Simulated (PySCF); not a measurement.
Atoms are numbered as in `[CH3:1][CH+:2]/[CH:3]=[CH:4]/[S@:5]([CH3:6])=[O:7]`. Hydrogens are named by the atom that carries them.

Geometry: GFN2-xTB; GIAO shifts from PySCF, gas phase, non-relativistic, averaged over equivalent atoms.

At PBE0/pcSseg-1 (171 basis functions, of the order of 90 core-seconds):
```tsv
atoms	δ (ppm)
C4	249.0
C2	221.9
C3	146.4
C6	48.5
C1	37.8
O7	182.9
H(C4)	11.16
H(C2)	9.31
H(C3)	8.87
H(C1)	3.76
H(C6)	3.76
```

δ = σ(ref) − σ, references computed at the same level: TMS for ¹³C (σ = 186.93 ppm), ¹H (σ = 31.72 ppm); ¹⁷O (σ = 336.08 ppm) against H2O.

Predict the values at BLYP/Sadlej pVTZ on the same geometry.

Results:


```
atoms  δ at BLYP/Sadlej pVTZ  change
   C4                  232.2   -16.8
   C2                  205.5   -16.4
   C3                  145.5    -0.9
   C6                   45.8    -2.7
   C1                   30.4    -7.4
   O7                  222.1   +39.2
H(C4)                  11.59   +0.43
H(C2)                   9.82   +0.51
H(C3)                   9.43   +0.56
H(C1)                   3.56   -0.20
H(C6)                   3.89   +0.13
```

Scale: ¹³C (σ = 190.50 ppm) and ¹H (σ = 32.23 ppm) vs TMS; H2O for ¹⁷O (σ = 333.57 ppm) (reference shieldings calculated alike).

The largest change is at O7 (S=O oxygen). Cost: 257 basis functions, of the order of 4 core-minutes. The order of the carbon signals is the same at both levels.

Experimental scales use liquid or dissolved standards, which lie at an offset from isolated H2O (liquid H2O: subtract about 36 ppm).
